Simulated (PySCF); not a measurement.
PySCF input file for TaF4Br, SMILES [F][Ta]([F])([F])([Br])[F], multiplicity 1, PBE-D3(BJ)/def2-SVP. Geometry: PBE-D3(BJ)/def2-SVP. The spin state was assumed, not searched. The def2 effective core potentials stand for the cores of Ta; spin–orbit coupling is left out.

```python
import numpy as np
from pyscf import gto, scf, dft, df
from pyscf.hessian import thermo

mol = gto.M(
    atom='''
    Ta    0.00000000   -0.00000000   -0.45362598
    F     0.00000001   -1.83634672   -0.89935842
    F    -0.00000002    1.83634672   -0.89935843
    F     1.76865200    0.00000001   -1.09579946
    F    -1.76865201   -0.00000002   -1.09579946
    Br   -0.00000000    0.00000000    1.97221539
    ''',
    basis='def2-SVP',
    ecp={'Ta': 'def2-svp'},
    charge=0,
    spin=0,
    max_memory=1600,
    verbose=3,
)
mf = dft.RKS(mol, xc='pbe').density_fit(auxbasis='def2-universal-jkfit')
mf.disp = 'd3bj'
mf.grids.level = 3
mf.conv_tol = 1e-11
mf.max_cycle = 100
mf.kernel()

# [left out here: the lines that compute and print the analytic Hessian (its translational invariance restored by hand, since the grid's response is missing), thermochemistry and intensities]
```

It prints:

```
converged SCF energy = -3029.54975746354

WARN: DFTD3 does not support analytical Hessian, using finite difference


WARN: Mole.unit (angstrom) is changed to Bohr

Mode                                 0                   1                   2
Irrep
Freq [cm^-1]                       12.8406            116.7434            126.1149
Reduced mass [au]                  19.0173             25.3629             26.1259
Force const [Dyne/A]                0.0018              0.2037              0.2448
Char temp [K]                      18.4747            167.9677            181.4512
Normal mode                   x     y     z       x     y     z       x     y     z
       0  Ta                 0.00 -0.00 -0.00   -0.03 -0.00  0.00   -0.00 -0.03 -0.00
       1   F                -0.00 -0.03  0.11    0.00 -0.00  0.00    0.00  0.00 -0.13
       2   F                -0.00  0.03  0.11    0.00  0.00  0.00   -0.00  0.00  0.13
       3   F                -0.04  0.00 -0.10    0.02  0.00  0.13    0.00  0.02  0.00
       4   F                 0.04  0.00 -0.10    0.02  0.00 -0.13   -0.00  0.02  0.00
       5  Br                -0.00  0.00 -0.00    0.05  0.00 -0.00   -0.00  0.05 -0.00
Mode                                 3                   4                   5
Irrep
Freq [cm^-1]                      191.5865            217.8169            246.8451
Reduced mass [au]                  24.7770             21.2707             20.7854
Force const [Dyne/A]                0.5358              0.5946              0.7462
Char temp [K]                     275.6503            313.3900            355.1551
Normal mode                   x     y     z       x     y     z       x     y     z
       0  Ta                -0.00 -0.00  0.01    0.03 -0.00  0.00   -0.00 -0.02  0.00
       1   F                 0.00  0.03 -0.09   -0.15  0.00 -0.00   -0.00 -0.03  0.05
       2   F                 0.00 -0.03 -0.09   -0.15 -0.00 -0.00    0.00 -0.03 -0.05
       3   F                -0.04  0.00 -0.09    0.03  0.00  0.02    0.00  0.14  0.00
       4   F                 0.04  0.00 -0.09    0.03  0.00 -0.02   -0.00  0.14  0.00
       5  Br                 0.00  0.00  0.06   -0.00  0.00  0.00    0.00 -0.00 -0.00
Mode                                 6                   7                   8
Irrep
Freq [cm^-1]                      298.3941            319.3234            635.5409
Reduced mass [au]                  69.5020             18.9984             19.0093
Force const [Dyne/A]                3.6461              1.1414              4.5238
Char temp [K]                     429.3227            459.4353            914.4018
Normal mode                   x     y     z       x     y     z       x     y     z
       0  Ta                -0.00  0.00 -0.05   -0.00 -0.00 -0.00   -0.00  0.00 -0.00
       1   F                 0.00 -0.02  0.03    0.11  0.00  0.00    0.00 -0.12 -0.03
       2   F                 0.00  0.02  0.03   -0.11  0.00 -0.00    0.00  0.12 -0.03
       3   F                 0.03  0.00  0.03    0.00 -0.12  0.00   -0.10  0.00  0.04
       4   F                -0.03  0.00  0.03   -0.00  0.12  0.00    0.10  0.00  0.04
       5  Br                 0.00 -0.00  0.08   -0.00 -0.00  0.00   -0.00 -0.00  0.00
Mode                                 9                  10                  11
Irrep
Freq [cm^-1]                      673.4928            682.1480            701.3538
Reduced mass [au]                  22.2889             22.0990             19.6713
Force const [Dyne/A]                5.9567              6.0587              5.7011
Char temp [K]                     969.0062            981.4591           1009.0920
Normal mode                   x     y     z       x     y     z       x     y     z
       0  Ta                 0.00 -0.03 -0.00    0.03  0.00  0.00   -0.00 -0.00  0.01
       1   F                -0.00  0.14  0.03    0.00 -0.00 -0.00    0.00 -0.10 -0.03
       2   F                 0.00  0.14 -0.03    0.00  0.00 -0.00    0.00  0.10 -0.03
       3   F                -0.00 -0.00  0.00   -0.14 -0.00  0.05    0.11  0.00 -0.04
       4   F                 0.00 -0.00  0.00   -0.14 -0.00 -0.05   -0.11  0.00 -0.04
       5  Br                -0.00  0.00 -0.00   -0.00 -0.00  0.00    0.00 -0.00  0.00
temperature 298.1500 [K]
pressure 101325.00 [Pa]
Rotational constants [GHz] 2.04615 0.93029 0.91468
Symmetry number 2
Zero-point energy (ZPE) 0.00962 [Eh]   25254.366 [J/mol]
                           tot       elec      trans        rot        vib
Entropy [J/mol/K]       398.658      0.000    181.326    118.094     99.237
Cv [J/mol/K]            100.776      0.000     12.472     12.472     75.833
Cp [J/mol/K]            109.091      0.000     20.786     12.472     75.833
Internal energy [J/mol]                      3718.434   3718.434  38955.506
Internal energy [Eh]   -3029.53209  -3029.54976
Enthalpy [J/mol]                             6197.391   3718.434  38955.506
Enthalpy [Eh]          -3029.53114
Gibbs free energy [J/mol]                  -47865.067 -31491.233   9367.846
Gibbs free energy [Eh] -3029.57641
static polarisability / bohr^3: [[46.851 -0.    -0.   ]
 [ 0.    47.725 -0.   ]
 [ 0.    -0.    67.618]]
largest difference of analytic and finite-field dipole derivatives / e: 0.0015608829269155855
mode   freq/cm-1   IR/(km/mol)   Raman/(A^4/amu)   depolarisation
   1       12.84         0.552             0.115            0.732
   2      116.74         0.868             1.635            0.750
   3      126.11         1.334             1.695            0.750
   4      191.59         3.767             0.798            0.294
   5      217.82        17.123             0.155            0.750
   6      246.85        15.431             0.514            0.750
   7      298.39        38.374             4.169            0.120
   8      319.32         0.000             1.844            0.750
   9      635.54         0.508             2.740            0.727
  10      673.49       174.584             0.344            0.750
  11      682.15       151.133             0.481            0.750
  12      701.35        54.766            16.288            0.001
max |gradient| / (hartree/bohr): 0.00020683240384852802
APT charges: [ 2.7414 -0.6118 -0.6118 -0.5839 -0.5839 -0.35  ]
```

Self-consistency was reached.

Cost: about 8 core-minutes (a rough figure).
